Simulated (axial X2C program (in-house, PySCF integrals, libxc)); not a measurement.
# Potential curves of SeBr⁺, spin-free

All values were computed with an in-house relativistic program for diatomic molecules. Spin-free means the one-electron spin-free X2C Hamiltonian. Basis: Br dyall-cv3z [8s9p6d4f1g], Se dyall-cv3z [8s9p6d4f1g] (cores contracted in-house); Gaussian nuclei, density fitting, unrestricted open shells. Masses: Br 78.918 u, Se 79.917 u.

State: M_S = 1, Λ = 0 (beyond evenly filled blocks: π+α, π-α). Energies in cm⁻¹ from the fragments at the same level (Br + Se+). Fits are polynomials in 1 − R0/R over 0.85 to 1.23 times the lowest point R0.

```json
{"R (Å)": "1.8940", "PBE50": "-13817", "PBE0": "-15537", "CCSD(T)": ""}
{"R (Å)": "1.9811", "PBE50": "-19681", "PBE0": "-21784", "CCSD(T)": "-16603"}
{"R (Å)": "2.0464", "PBE50": "-22003", "PBE0": "-24392", "CCSD(T)": "-19484"}
{"R (Å)": "2.1117", "PBE50": "-23021", "PBE0": "-25688", "CCSD(T)": "-21026"}
{"R (Å)": "2.1770", "PBE50": "-23060", "PBE0": "-25993", "CCSD(T)": "-21556"}
{"R (Å)": "2.2532", "PBE50": "-22206", "PBE0": "-25427", "CCSD(T)": "-21235"}
{"R (Å)": "2.3294", "PBE50": "-20681", "PBE0": "-24157", "CCSD(T)": "-20196"}
{"R (Å)": "2.4274", "PBE50": "-18116", "PBE0": "-21855", "CCSD(T)": "-18163"}
{"R (Å)": "2.5471", "PBE50": "-14587", "PBE0": "-18497", "CCSD(T)": ""}
{"R (Å)": "2.7212", "PBE50": "-9794", "PBE0": "-13419", "CCSD(T)": ""}
```

Correlated methods: 12 electrons correlated (number of frozen shells: Br 3 s, 2 p, 1 d; Se 3 s, 2 p, 1 d), 228 virtual spin orbitals or spinors in MP2, 89 natural virtuals in coupled cluster.

One determinant describes the state; a PBE0 search over occupations chose it and may have missed a lower one. De is counted from the lowest determinant-based energies of the atoms at the same level, without counterpoise correction. Coupled cluster ran in a truncated set of natural virtual spinors; the MP2 energy of the rest was added. (T) has no such correction and the atoms are truncated less, which lowers De at CCSD(T) by a hundredth of an eV or more. Other states lie close and PBE0, whose exact exchange favours high spin, may order them wrongly; the determinant shown need not be the ground state. The nearest other spin-free determinant of the search, M_S = 0, Λ = 2, lies 0.80 eV up at the distance of the search. The determinant is spin-polarised beyond a pure state at some levels (its spin-free form has ⟨S²⟩ too high), which makes Re and μ there less reliable. Spin-free De lacks the spin–orbit lowering of the heavy p-block atom, a tenth of an eV or more for 4p and 5p, up to an eV for 6p and one to two eV for 7p atoms, less what an open-shell molecule gains itself. Coupled cluster ran on the points near the minimum only. MP2 and coupled cluster on one determinant become unreliable at the stretched end.

Q: What are Re, ωe and De at the PBE50 level?

A: At PBE50, spin-free: Re = 2.147 Å, ωe ≈ 406 cm⁻¹, De = 2.87 eV to Br + Se+; Be follows as 0.0921 cm⁻¹.

Q: Fit the PBE0 curve near its minimum: give the equilibrium distance, the harmonic wavenumber and the well depth.

A: At PBE0, spin-free: Re = 2.168 Å, ωe ≈ 391 cm⁻¹, De = 3.22 eV to Br + Se+; Be follows as 0.0903 cm⁻¹.

Q: What are Re, ωe and De at the CCSD(T) level?

A: At CCSD(T), spin-free: Re = 2.187 Å, ωe ≈ 377 cm⁻¹, De = 2.67 eV to Br + Se+; Be follows as 0.0887 cm⁻¹.
